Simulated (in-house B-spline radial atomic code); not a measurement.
Inner levels of gadolinium as electrons are removed. A shift is the extra binding of the orbital against the neutral atom ([Xe] 4f5/2(6) 4f7/2(1) 5d3/2(1) 6s2). The density at the nucleus is averaged over the nuclear charge. Computed with a radial B-spline atomic code at the basis-set limit: Dirac-Hartree-Fock, jj configuration that fills j = l - 1/2 first, finite nuclei.

A number in brackets counts the electrons of a j subshell.

| ion | configuration | shift of 4f5/2 (eV) | shift of 4d3/2 (eV) | shift of 3s1/2 (eV) | radius of 4f5/2 (bohr) | radius of 4d3/2 (bohr) | radius of 3s1/2 (bohr) | Σ<r²> (bohr²) | change of density at nucleus (bohr⁻³) |
| --- | --- | --- | --- | --- | --- | --- | --- | --- | --- |
| Gd | [Xe] 4f5/2(6) 4f7/2(1) 5d3/2(1) 6s2 | 0 | 0 | 0 | 0.82728 | 0.63217 | 0.24313 | 86.549 | - |
| Gd+ | [Xe] 4f5/2(6) 4f7/2(1) 5d3/2(1) 6s1 | ? | ? | ? | ? | ? | ? | ? | ? |
| Gd2+ | [Xe] 4f5/2(6) 4f7/2(1) 5d3/2(1) | 13.489 | 13.506 | 13.469 | 0.8261 | 0.63208 | 0.24313 | 42.195 | -41.543 |
| Gd3+ | [Xe] 4f5/2(6) 4f7/2(1) | 24.911 | 24.88 | 24.879 | 0.81781 | 0.63239 | 0.24312 | 35.066 | -32.267 |
| Gd4+ | [Xe] 4f5/2(6) | 46.309 | 47.168 | 47.875 | 0.77681 | 0.62825 | 0.24314 | 31.994 | 15.004 |
| Gd5+ | [Kr] 4d10 4f5/2(6) 5s2 5p1/2(2) 5p3/2(3) | 62.811 | 63.833 | 64.613 | 0.76773 | 0.6277 | 0.24313 | 28.626 | 42.502 |
| Gd6+ | [Kr] 4d10 4f5/2(6) 5s2 5p1/2(2) 5p3/2(2) | ? | ? | ? | ? | ? | ? | ? | ? |
| Gd7+ | [Kr] 4d10 4f5/2(6) 5s2 5p1/2(2) 5p3/2(1) | 97.925 | 99.352 | 100.5 | 0.7503 | 0.62616 | 0.24311 | 22.749 | 103.59 |
| Gd8+ | [Kr] 4d10 4f5/2(6) 5s2 5p1/2(2) | ? | ? | ? | ? | ? | ? | ? | ? |
| Gd9+ | [Kr] 4d10 4f5/2(5) 5s2 5p1/2(2) | 143.21 | 144.41 | 150 | 0.71481 | 0.61951 | 0.24309 | 18.708 | 204.56 |
| Gd10+ | [Kr] 4d10 4f5/2(5) 5s2 5p1/2(1) | 163.55 | 164.97 | 171.31 | 0.70614 | 0.61768 | 0.24306 | 16.593 | 227.45 |
| Gd11+ | [Kr] 4d10 4f5/2(5) 5s2 | 184.49 | 186.14 | 193.35 | 0.69778 | 0.61575 | 0.24304 | 14.611 | 250.99 |
| Gd12+ | [Kr] 4d10 4f5/2(4) 5s2 | 214.39 | 215.31 | 227.84 | 0.67607 | 0.60966 | 0.24302 | 13.61 | 327.65 |
| Gd13+ | [Kr] 4d10 4f5/2(5) | 229.83 | 232.03 | 240.64 | 0.68185 | 0.61175 | 0.24306 | 11.27 | -504.53 |
| Gd14+ | [Kr] 4d10 4f5/2(2) 5s2 | 278.28 | 277.19 | 302.41 | 0.63856 | 0.59721 | 0.24295 | 11.891 | 497.92 |
| Gd15+ | [Kr] 4d10 4f5/2(3) | 293.92 | 294.29 | 315.04 | 0.64397 | 0.59927 | 0.243 | 9.7127 | -437.96 |
| Gd16+ | [Kr] 4d10 4f5/2(2) | 327.91 | 327.07 | 354.89 | 0.62734 | 0.59297 | 0.24296 | 9.0394 | -398 |

Q: Fill in the row of Gd+.

A: shift of 4f5/2 (eV): 6.141; shift of 4d3/2 (eV): 6.1475; shift of 3s1/2 (eV): 6.1333; radius of 4f5/2 (bohr): 0.82703; radius of 4d3/2 (bohr): 0.63214; radius of 3s1/2 (bohr): 0.24313; Σ<r²> (bohr²): 60.008; change of density at nucleus (bohr⁻³): -14.826.

Q: Fill in the row of Gd6+.

A: shift of 4f5/2 (eV): 80.03; shift of 4d3/2 (eV): 81.242; shift of 3s1/2 (eV): 82.166; radius of 4f5/2 (bohr): 0.7589; radius of 4d3/2 (bohr): 0.627; radius of 3s1/2 (bohr): 0.24312; Σ<r²> (bohr²): 25.561; change of density at nucleus (bohr⁻³): 72.041.

Q: Fill in the row of Gd8+.

A: shift of 4f5/2 (eV): 116.46; shift of 4d3/2 (eV): 118.13; shift of 3s1/2 (eV): 119.57; radius of 4f5/2 (bohr): 0.7419; radius of 4d3/2 (bohr): 0.62518; radius of 3s1/2 (bohr): 0.24309; Σ<r²> (bohr²): 20.149; change of density at nucleus (bohr⁻³): 137.1.
